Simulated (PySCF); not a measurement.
PySCF job for GeO₂, SMILES [O]=[Ge]=[O], B3LYP/pcSseg-2. Coordinates come from a TPSSh-D3(BJ)/def2-TZVP optimisation.

```python
import numpy as np
from pyscf import gto, scf, dft
from pyscf.prop.nmr import rks as nmr

mol = gto.M(
    atom='''
    Ge    0.00000000    0.00000000    0.00000000
    O     0.00000000    0.00000000   -1.62287612
    O     0.00000000    0.00000000    1.62287612
    ''',
    basis='pcSseg-2',
    charge=0,
    spin=0,
    max_memory=1600,
    verbose=3,
)
mf = dft.RKS(mol, xc='b3lyp')
mf.grids.level = 3
mf.conv_tol = 1e-10
mf.max_cycle = 100
mf.kernel()
n = nmr.NMR(mf)
n.verbose = 2
n.max_cycle_cphf = 60
sigma = n.kernel()
print('atom   isotropic/ppm   span/ppm')
for i, s in enumerate(sigma):
    w = np.linalg.eigvalsh((s + s.T) / 2)
    print(f'{mol.atom_symbol(i):2s}{i + 1:3d} {w.mean():14.3f} {w[2] - w[0]:11.3f}')
```

Output:

```
converged SCF energy = -2227.56417413665
atom   isotropic/ppm   span/ppm
Ge  1       1300.376    2193.990
O   2        -23.114     665.094
O   3        -23.114     665.094
```

Self-consistency was reached.

Cost: roughly 13 core-seconds.
